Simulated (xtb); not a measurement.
CH4FNOSi2, SMILES F[Si@H]1N=CO[SiH2]1. All values are semi-empirical tight-binding results from xtb (GFN2-xTB unless named), good for trends rather than for accurate numbers. Coordinates come from a GFN2-xTB optimisation. The structure was generated by enumeration; whether it is a known compound was not checked.

Computed properties:
- orbital gap: 3.29 eV
- dipole moment: 2.62 D
- zero-point energy: 33.3 kcal/mol
- G − E(el) at 298.15 K (modified RRHO): 13.7 kcal/mol
- static polarisability (D4 model): 76.8 bohr³
- solvation energy, GFN2-xTB/ALPB(water): -1.1 kcal/mol
- solvation energy, GFN2-xTB/ALPB(thf): -3.1 kcal/mol
